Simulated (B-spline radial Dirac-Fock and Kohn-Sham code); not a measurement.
Ionisation of each subshell: Rh⁵⁺

System: the Rh⁵⁺ ion in the configuration [Kr] 4d4, inside a Watson sphere of charge -5 and radius 2.4 Å (a model of the Madelung potential; inside it an electron's potential energy is raised by 30.0 eV); nuclear rms radius 4.4945 fm (A = 103).

Input file task.json (cfg lists n, l and occupation; rrms is the nuclear radius in fm):

```json
{"items": [{
  "Z": 45,
  "q": 5,
  "cfg": [[1, 0, 2], [2, 0, 2], [2, 1, 6], [3, 0, 2], [3, 1, 6], [3, 2, 10], [4, 0, 2], [4, 1, 6], [4, 2, 4]],
  "A": 103,
  "rrms": 4.4945,
  "watson": [-5, 2.4],
  "do": ["binding"]
}]}
```

Launch: `python xray_run.py task.json out`

Calculated with a radial B-spline solver, using ΔSCF Dirac-Fock with Breit, self-energy and vacuum polarisation, finite nucleus, configuration average. Correlation and solid-state effects are left out. Energies are counted from the vacuum level.

All terms are in eV, carry their sign (relaxation lowers the binding energy) and add up to the binding energy; ⟨r⟩ is the mean radius of the orbital in the initial state.

```tsv
subshell	−ε (Koopmans)	relaxation	Breit	self-energy	vacuum polarisation	binding energy	⟨r⟩ (bohr)
K	23403.6	-57.34	-45.35	-25.91	3.16	23278.2	0.033
L1	3512.8	-28.31	-3.97	-3.05	0.35	3477.8	0.141
L2	3245.0	-31.40	-6.75	0.26	-0.01	3207.1	0.120
L3	3099.6	-30.51	-4.47	-0.02	-0.02	3064.6	0.125
M1	699.2	-9.42	-0.52	-0.58	0.06	688.8	0.388
M2	593.1	-9.74	-0.95	0.05	0.00	582.5	0.381
M3	567.2	-9.40	-0.54	0.00	-0.01	557.3	0.391
M4	380.7	-10.59	-0.23	0.06	0.00	369.9	0.367
M5	375.7	-10.44	-0.06	0.04	0.00	365.2	0.370
N1	141.5	-1.72	-0.08	-0.11	0.01	139.6	0.964
N2	105.2	-1.55	-0.14	0.01	0.00	103.6	1.026
N3	100.8	-1.46	-0.07	0.00	0.00	99.32	1.050
N4,5	48.85	-0.92	0.01	0.01	0.00	47.93	1.260
```

For the deepest level, K (1s), the Breit terms make up -0.195 % of the binding energy, QED -0.098 % and orbital relaxation -0.246 %.

Spin-orbit splittings: 2p 142.5 eV, 3p 25.21 eV, 3d 4.73 eV, 4p 4.25 eV.
